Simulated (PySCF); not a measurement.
**How methods differ on the excitation energy of La**

La [Xe] 5d1 6s2 (2D) → La [Xe] 5d3 (4F), as a difference of total energies. Computed with PySCF 2.14 in def2-TZVPPD with the def2 core potential (46 electrons), with a scalar-relativistic core potential. The calculations carry no spin-orbit coupling.

```
 method  excitation energy (eV)
    LDA                   1.365
r2SCAN0                   0.748
```

For comparison: 1.559 eV (measured; NIST levels, between the centres of gravity of the two terms).
